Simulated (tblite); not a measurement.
Species: C3H7O2Si (doublet state).
Bonds: C1–C2 (double), C2–Si3, Si3–O4, Si3–O5, O5–C6. Hydrogens: H7, H8 on C1; H9 on C2; H10 on O4; H11, H12, H13 on C6.
Bond orders are those of one Lewis drawing.

Computed with GFN2-xTB (tblite), gas phase: L-BFGS steps from a force-field or distance-geometry start until the largest atomic force falls under 0.01 eV/Å.

Step 40: E = -539.6087 eV
```
atom  x, y, z in Å  |  force x, y, z in eV/Å
C1      2.6183   -0.4628   -0.5522    0.062  -0.050   0.006
C2      1.2977   -0.6189   -0.5026    0.068  -0.050  -0.040
Si3     0.1722    0.6886    0.2130   -0.065   0.022   0.038
O4      0.4848    2.1495   -0.4284   -0.172   0.200  -0.056
O5     -1.4364    0.5512   -0.0780   -0.071  -0.009   0.052
C6     -2.3474   -0.4354    0.2754   -0.030  -0.060  -0.065
H7      3.2798   -1.2254   -0.9339   -0.022   0.005   0.025
H8      3.0771    0.4556   -0.2276    0.022  -0.004  -0.086
H9      0.8816   -1.5788   -0.7906   -0.042   0.012   0.055
H10    -0.2251    2.5689   -0.9262    0.212  -0.077   0.104
H11    -2.5011   -1.1028   -0.5766   -0.057  -0.038  -0.017
H12    -2.0088   -1.0389    1.1238    0.001   0.134  -0.025
H13    -3.2970    0.0498    0.5249    0.094  -0.086   0.009
```

Step 41: E = -539.6119 eV
```
atom  x, y, z in Å  |  force x, y, z in eV/Å
C1      2.6140   -0.4618   -0.5582    0.056  -0.020   0.028
C2      1.2938   -0.6158   -0.5055    0.013  -0.034   0.015
Si3     0.1749    0.6926    0.2201   -0.042   0.035   0.006
O4      0.4850    2.1583   -0.4132   -0.132   0.127  -0.011
O5     -1.4330    0.5537   -0.0678   -0.077  -0.008   0.057
C6     -2.3429   -0.4379    0.2747   -0.017  -0.053  -0.082
H7      3.2731   -1.2311   -0.9251    0.022  -0.017  -0.016
H8      3.0704    0.4622   -0.2461    0.038  -0.017  -0.085
H9      0.8724   -1.5774   -0.7782   -0.029  -0.004   0.044
H10    -0.2165    2.5576   -0.9356    0.156  -0.020   0.067
H11    -2.4915   -1.0979   -0.5830   -0.042  -0.066  -0.026
H12    -2.0100   -1.0466    1.1223    0.000   0.149  -0.041
H13    -3.2942    0.0448    0.5165    0.054  -0.072   0.045
```

Step 42: E = -539.6152 eV
```
atom  x, y, z in Å  |  force x, y, z in eV/Å
C1      2.6073   -0.4606   -0.5655   -0.016  -0.030   0.029
C2      1.2865   -0.6144   -0.5029    0.009  -0.001   0.065
Si3     0.1779    0.6992    0.2322   -0.006   0.036  -0.026
O4      0.4853    2.1708   -0.3905   -0.187   0.089  -0.040
O5     -1.4299    0.5603   -0.0514   -0.066  -0.001   0.040
C6     -2.3357   -0.4410    0.2708   -0.019  -0.020  -0.083
H7      3.2638   -1.2355   -0.9216    0.049  -0.029  -0.041
H8      3.0614    0.4702   -0.2711    0.054  -0.022  -0.080
H9      0.8579   -1.5786   -0.7562    0.005   0.005   0.041
H10    -0.2041    2.5407   -0.9520    0.194  -0.005   0.100
H11    -2.4745   -1.0919   -0.5947   -0.028  -0.088  -0.044
H12    -2.0110   -1.0538    1.1167    0.027   0.115  -0.020
H13    -3.2893    0.0353    0.5072   -0.016  -0.050   0.058
```

Problem. Estimate the geometry and energy of step 43. (The exact step hangs on the optimiser's Hessian estimate; all steps are aligned on step 42, rigid shifts and turns removed.)

Solution. E = -539.6185 eV, largest force 0.208 eV/Å
```
atom  x, y, z in Å  |  force x, y, z in eV/Å
C1      2.6056   -0.4615   -0.5706   -0.080   0.001   0.030
C2      1.2840   -0.6114   -0.5038   -0.024   0.049   0.123
Si3     0.1790    0.7045    0.2387    0.010   0.032  -0.073
O4      0.4814    2.1818   -0.3759    0.055  -0.095   0.177
O5     -1.4309    0.5661   -0.0371   -0.045  -0.030  -0.002
C6     -2.3330   -0.4457    0.2661    0.007   0.041  -0.067
H7      3.2599   -1.2416   -0.9150    0.075  -0.058  -0.067
H8      3.0591    0.4750   -0.2939    0.063  -0.029  -0.068
H9      0.8479   -1.5763   -0.7401    0.030  -0.010   0.032
H10    -0.1896    2.5309   -0.9591   -0.059   0.149  -0.109
H11    -2.4679   -1.0912   -0.6042    0.020  -0.075  -0.026
H12    -2.0130   -1.0546    1.1143    0.054   0.039  -0.009
H13    -3.2868    0.0247    0.5017   -0.107  -0.013   0.058
```

The energy changes by -0.0033 eV. The first-order estimate −F·Δx gives -0.0064 eV and the mean of the old and new forces, exact on a quadratic surface, -0.0034 eV. The step makes an angle of 71° with the force vector and moves no atom by more than 0.023 Å.

The cost below is that of the whole relaxation. Hardware: one thread, Arm Neoverse V1 (aarch64), shared host with 32 logical CPUs at a one-minute load of 27. Cost: 0.73 s of wall time.
